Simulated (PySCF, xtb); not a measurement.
C2H6N2OSi, SMILES C[Si@@H](N)N=C=O. Other conformers were not sampled.

Harmonic wavenumbers (cm⁻¹) from GFN2-xTB (xtb 6.7.1) at its own minimum, in rising order: 33, 83, 106, 112, 186, 216, 248, 423, 496, 504, 620, 627, 668, 736, 780, 818, 855, 931, 1379, 1486, 1490, 1503, 1507, 2240, 2504, 3029, 3039, 3044, 3488, 3531.

**Question.** What does PBE-D3(BJ)/def2-SVP run with PySCF 2.14.0 give at its own minimum? (An estimate is asked for; the answer gives what the named calculation found.)

**Answer.** 38, 44, 148, 188, 241, 267, 301, 437, 537, 577, 581, 623, 691, 750, 810, 856, 867, 901, 1222, 1380, 1383, 1459, 1498, 2191, 2398, 2980, 3078, 3090, 3483, 3577. Paired by order, the mean absolute difference is 47 cm⁻¹ and the zero-point energies are 52.4 and 52.3 kcal/mol.
